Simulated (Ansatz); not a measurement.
Coupled-cluster diagnostics for the cluster Sr6 (the lowest singlet isomer of a short search), Ansatz.

Geometry of the singlet (PBE0/def2-SVP):

```xyz
6

Sr   -3.183    1.118   -2.132
Sr    2.553   -1.722    0.848
Sr    0.868    1.690   -0.904
Sr   -0.352   -2.004   -2.461
Sr    1.589    1.584    3.299
Sr   -1.474   -0.666    1.350
```

In the def2 sets Sr takes a core potential; there is no spin–orbit coupling. Correlated methods freeze no core orbitals; core or outer-core shells of Sr are correlated, in sets that lack core-valence functions. The geometry of the singlet was relaxed on an unsound state (restricted singlet, unstable towards broken spin symmetry at other levels and untested here). The structure comes from a short search, and lower isomers may exist.

(1) Estimate the CCSD(T) correlation energy, the shares of MP2 and (T), T1 and the reference's ⟨S²⟩ for: charge 0, singlet, own geometry in def2-SVP; and the rough time on 4 threads of Intel Xeon Platinum 8259CL on a shared host.

Answers

(1) 
| state | basis | correlation (eV) | MP2 share (%) | (T) share (%) | T1 | ⟨S²⟩ (pure) | wall time | remarks |
| --- | --- | --- | --- | --- | --- | --- | --- | --- |
| charge 0, singlet, own geometry | def2-SVP | -17.748 | 93.3 | 5.6 | 0.016 | 0.00 (0.00) | 85 s | restricted SCF unstable |
Customary marks for T1 are 0.02 (closed shells), 0.045 (open shells) and about 0.05 (3d metals). T1 stays under 0.02 throughout.
